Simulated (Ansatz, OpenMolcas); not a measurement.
How methods differ on SiH3Br (SMILES [SiH3]Br)

SiH3Br has 5 atoms, charge 0, and is taken as a singlet. As SMILES, `[SiH3]Br`. The coordinates come from a PBE0-D4/def2-TZVP relaxation.

```xyz
5

Si   -0.1474    0.0561   -0.0432
Br    1.8530   -0.7051    0.5433
H    -1.0646   -0.1052    1.1079
H    -0.6256   -0.7313   -1.2023
H    -0.0155    1.4856   -0.4056
```

Quantity: the energy change with the Si1–H4 bond stretched from 1.481 to 1.925 Å, in eV. The values are calculated.

```csv
level,kind,program,value (eV),CPU time (all runs)
HF/def2-TZVP (restricted),Hartree–Fock,OpenMolcas,1.17,17 s
SVWN5/def2-TZVP (restricted),LDA,Ansatz,0.90,6.6 s
B3LYP/def2-TZVP (restricted),global hybrid,Ansatz,?,13 s
BHLYP/def2-TZVP (restricted),global hybrid,Ansatz,1.12,13 s
PBE0/def2-TZVP (restricted),global hybrid,Ansatz,1.00,12 s
r2SCAN0/def2-TZVP (restricted),hybrid meta-GGA,Ansatz,?,24 s
wB97M-V/def2-TZVP (restricted),range-separated hybrid,Ansatz,1.07,91 s
CCSD/def2-TZVP (restricted),coupled cluster or CI,Ansatz,1.05,21 s
```

Estimate what the levels marked ? give.

As computed at these levels: B3LYP/def2-TZVP (restricted): 1.01 eV; r2SCAN0/def2-TZVP (restricted): 1.06 eV. All-electron rows without a relativistic Hamiltonian named are non-relativistic. The first shape isn't each level's own minimum. The values span 0.90 to 1.17 eV. In the correlated wave-function rows the outer d shell of Br is correlated, in sets not made for it. CPU times are rough (shared hosts, several kinds of processor): they show what a rung costs within a factor of a few.
